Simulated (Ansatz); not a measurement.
Species: C₆H₅F₃OSi, SMILES `O=CC1=CC=C(C(F)(F)F)[SiH2]1` (O–C–C–Si torsion 180°) (charge 0, multiplicity 1).

Give a relaxed geometry from B3LYP-D3(BJ)/def2-SVP run with Ansatz (a first-principles code).

One answer among several that fit: the end point of this relaxation, one of several conformers (outside a Z-matrix the atoms follow the SMILES, hydrogens last).
Cartesian coordinates (Å) in one orientation:
```xyz
16

O      3.755    -0.407     0.867
C      3.026     0.008    -0.007
C      1.548    -0.024     0.059
C      0.894    -0.538     1.137
C     -0.577    -0.524     1.102
C     -1.148     0.002    -0.007
C     -2.622     0.095    -0.213
F     -2.999    -0.578    -1.317
F     -3.005     1.375    -0.388
F     -3.329    -0.398     0.819
Si     0.237     0.557    -1.167
H      3.456     0.450    -0.941
H      1.437    -0.945     1.996
H     -1.159    -0.924     1.937
H      0.246    -0.174    -2.463
H      0.241     2.024    -1.414
```
